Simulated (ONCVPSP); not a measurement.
# oxygen: ONCV pseudisation with LDA (Perdew-Wang 92), scalar-relativistic reference atom.

| Property | Result |
| --- | --- |
| Element | O (Z = 8) |
| Generator | ONCVPSP 4.0.1 |
| Type | optimised norm-conserving Vanderbilt (ONCV) |
| Functional | LDA (Perdew-Wang 92) |
| Relativity | scalar-relativistic |
| Frozen core | [He] |
| Valence charge | 6 |
| Reference configuration | 2s2 2p3 (charge +1) |
| Partial waves | 2s: rc 0.85 bohr, ncon 3, nbas 6, qcut 8.5 1/bohr, local; 2p: rc 1.25 bohr, ncon 5, nbas 9, qcut 13.4 1/bohr, 2 projectors, debl 3.8 Ha; d scattering state at 0.05 Ha: rc 0.92 bohr, ncon 4, nbas 9, qcut 6.4 1/bohr, 1 projector |
| Local potential | the s channel |
| Core correction | Teter function, fcfact 2, rcfact 1.8 |

What the tests gave:

```
Cutoffs needed             : 52 Ha and 115 Ha (the cutoffs (Ha) at which the residual kinetic energy of the hardest occupied pseudo-wave falls to 1 and 0.1 mHa per electron)
Ghost test                 : no bound ghost flagged; no localised positive-energy state flagged
Largest excitation error   : +130 meV (all-electron minus pseudo) for 2s2 2p1, out of 4 test configurations
rms error of d²Exc/dni dnj : 3.99 mHa without and 0.95 mHa with the model core
```

Generation and tests took about 2.9 s on one core of a shared server CPU.
